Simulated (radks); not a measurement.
Problem. These are the eigenvalues of the occupied orbitals of an atom or ion with whole-number occupations (Ry). All-electron calculation, non-relativistic Kohn-Sham, PBE, spin-unpolarised, spherical densities, point nucleus. Program: a radial shooting solver on a logarithmic mesh with Libxc functionals.

| orbital | eigenvalue |
|---|---|
| 1s | -961.9376 |
| 2s | -123.5941 |
| 2p | -111.4071 |
| 3s | -16.88005 |
| 3p | -12.61751 |
| 3d | -5.02357 |
| 4s | -1.42743 |
| 4p | -0.58032 |

Which element is it, and in what charge state? The configuration may be excited.

Solution. Z = 35, bromine, charge 0: Br in [Ar] 3d10 4s2 4p5. The list shows which subshells hold electrons but not how many an open one holds; the 1s level, -480.97 hartree, gives Z - s = 31.0 by -(Z - s)^2/2, which with screening narrows Z to a few neighbours, and the depths of the outer levels then fix element, charge and occupations together.
